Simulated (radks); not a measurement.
Values are calculated unless marked as measured or tabulated.
Ionisation of neutral promethium, [Xe] 4f5 6s2, to Pm+, [Xe] 4f5 6s1, under several functionals. Scalar-relativistic Kohn-Sham, spin-unpolarised, spherical densities, finite nucleus; a radial shooting solver on a logarithmic mesh with Libxc functionals.

| functional | E(Pm) (hartree) | Exc (hartree) | IE (eV) | -e(HOMO) (eV) | <r> HOMO (bohr) | IE error (eV) |
|---|---|---|---|---|---|---|
| exchange-only LDA | -10006.9400 | -215.4724 | 5.233 | 1.097 | 1.081 | -0.349 |
| HCTH/407 | -10026.0047 | -234.9362 | 5.820 | 2.831 | 1.043 | +0.238 |
| PW91 | -10021.1918 | -229.8417 | 5.907 | 2.209 | 1.068 | +0.325 |
| RPBE | -10020.3680 | -229.0117 | 5.777 | 2.138 | 1.068 | +0.195 |
| MS2 meta-GGA | -10019.6647 | -228.0128 | 5.887 | 1.984 | 1.071 | +0.305 |
| LDA (Slater exchange, VWN5 correlation) | -10012.9526 | -221.5699 | 6.067 | 2.352 | 1.067 | +0.485 |
| Wu-Cohen GGA | -10019.0621 | -227.6983 | 5.874 | 2.180 | 1.068 | +0.292 |
| exchange-only r2SCAN | -10017.6118 | -225.5953 | 5.214 | 0.751 | 1.073 | -0.368 |
| OLYP | -10023.6703 | -232.4798 | 5.506 | 2.317 | 1.052 | -0.076 |
| exchange-only PBE | -10016.5990 | -225.1791 | 5.325 | 1.174 | 1.082 | -0.257 |
| AM05 | -10013.2003 | -221.8204 | 5.828 | 2.207 | 1.066 | +0.246 |

NIST Atomic Spectra Database: 5.582 eV (measured). Closest: OLYP. The Delta-SCF values span 0.85 eV, the total energies 19.06 hartree. The highest occupied level is 4f. Spin polarisation and multiplet splitting are left out, so open shells lie too high by an amount that depends on their filling. Spin-orbit splitting is averaged out at the scalar-relativistic level.

Beside tabulated values, note that spin-unpolarised runs miss the spin-polarisation part of the exchange energy of open shells.
